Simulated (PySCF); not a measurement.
# Telling isomers of C₆H₉NO₂Si apart by NMR

Computed data (PySCF 2.14): GIAO PBE0/pcSseg-1 shieldings, geometry: GFN2-xTB. One computed conformer, equivalent nuclei averaged, no solvent, non-relativistic.

Scale: ¹H (σref 31.72) and ¹³C (σref 186.93) against TMS (reference shieldings calculated alike). Where no couplings were computed, multiplicities follow the n + 1 count of equivalent neighbours, and m marks all less simple cases (inequivalent or close neighbours, rings, F or P nearby). Shifts are as computed. Against solution values, carbons near 30 ppm lie about +3 ppm off and those near 130 ppm about +5 ppm. Of 1309 compounds with measured shifts, 239 miss one by over three times the rms of a fit or turn the order of signals round; such compounds aren't used in these exercises.

(1) Tabulate the signals of `O=C(CO[SiH3])n1cccc1`, `C/C=C(\C#N)O[SiH2]C(C)=O` and their relative energies.

(2) What is the quickest way to tell O=C(CO[SiH3])n1cccc1 from C/C=C(\C#N)O[SiH2]C(C)=O?

Results:

(1) 
| SMILES | carbon types | δC | δH | E rel. (kcal/mol) |
| --- | --- | --- | --- | --- |
| O=C(CO[SiH3])n1cccc1 | 1×C 4×CH 1×CH2 | 171.1, 124.7, 119.1, 71.2 | 7.57 (m, 2H), 6.51 (m, 2H), 5.01 (s, 3H), 4.64 (s, 2H) | 0.0 |
| C/C=C(\C#N)O[SiH2]C(C)=O | 3×C 1×CH 2×CH3 | 243.7, 134.6, 129.2, 118.9, 42.1, 17.3 | 5.62 (q, 1H), 4.59 (s, 2H), 2.74 (s, 3H), 2.17 (d, 3H) | 19.6 |

Energies are electronic energies at PBE0/pcSseg-1 on these geometries, without zero-point or thermal terms, each for the one conformer computed, which needn't be the lowest.

(2) Count the carbon signals: 4 against 6. The first has an sp3 CH2 bonded to O, α to a carbonyl at 71.2 ppm, the second a carbonyl carbon (C) at 243.7 ppm. Their most deshielded carbons lie at 171.1 and 243.7 ppm. In the proton spectra the most deshielded non-exchanging signals are 7.57 (m, 2H) and 5.62 (q, 1H).
